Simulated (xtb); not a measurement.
HfCl₂I₂, SMILES [Cl][Hf]([Cl])([I])[I], multiplicity 1. All values are semi-empirical tight-binding results from xtb (GFN2-xTB unless named), good for trends rather than for accurate numbers. Geometry optimised at GFN2-xTB. The spin state was assumed, not searched. The structure was generated by enumeration; whether it is a known compound was not checked.

For metal compounds this method's bond lengths and energies can be far off.

Computed properties:
```json
{
 "point_group_as_xtb_finds_it": "C2v",
 "orbital_gap": "3.17 eV",
 "zero_point_energy": "1.7 kcal/mol",
 "G − E(el) at 298.15 K (modified RRHO)": "-23.1 kcal/mol"
}
```
